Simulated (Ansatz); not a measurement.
[SiF5]- (SiF₅⁻). Total charge -1; singlet. Geometry PBE0-D4/def2-SVPD.

```tsv
atom	x (Å)	y (Å)	z (Å)
Si1	0.0001	-0.0001	0.0000
F2	0.6121	1.5180	0.4126
F3	-0.6105	-1.5188	-0.4120
F4	0.4127	-0.5724	1.4963
F5	1.0786	-0.0946	-1.2508
F6	-1.4930	0.6679	-0.2461
```

B3LYP takes the VWN-RPA correlation.

**Question.** Estimate the orbital energies around the gap (eV) in Ansatz with HF/6-31G, r2SCANh-D4/def2-TZVPD, B3LYP-D4/def2-TZVPD, r2SCAN0-D4/def2-TZVPD, ωB97X-V/def2-TZVPD.

**Answer.** 
```csv
orbital,HF/6-31G,r2SCANh-D4/def2-TZVPD,B3LYP-D4/def2-TZVPD,r2SCAN0-D4/def2-TZVPD,ωB97X-V/def2-TZVPD
HOMO−13,-14.68,-8.14,-8.65,-9.34,-11.67
HOMO−12,-14.68,-8.14,-8.65,-9.34,-11.67
HOMO−11,-14.64,-7.88,-8.41,-9.12,-11.46
HOMO−10,-13.50,-6.78,-7.34,-8.05,-10.40
HOMO−9,-13.50,-6.78,-7.34,-8.04,-10.40
HOMO−8,-12.72,-6.43,-6.95,-7.62,-9.89
HOMO−7,-12.72,-6.43,-6.95,-7.62,-9.89
HOMO−6,-12.30,-6.02,-6.52,-7.13,-9.35
HOMO−5,-11.56,-5.70,-6.21,-6.88,-9.10
HOMO−4,-11.39,-5.20,-5.75,-6.38,-8.61
HOMO−3,-11.39,-4.91,-5.46,-6.11,-8.36
HOMO−2,-11.33,-4.91,-5.46,-6.11,-8.36
HOMO−1,-10.96,-4.38,-4.93,-5.58,-7.80
HOMO,-10.96,-4.38,-4.92,-5.58,-7.79
LUMO,10.25,4.31,3.85,4.49,5.27
LUMO+1,11.64,5.56,5.04,5.70,6.42
LUMO+2,11.65,5.57,5.04,5.71,6.43
LUMO+3,13.11,5.57,5.06,5.71,6.43
LUMO+4,15.88,6.37,5.84,6.49,7.12
LUMO+5,18.06,6.73,6.23,6.86,7.55
```
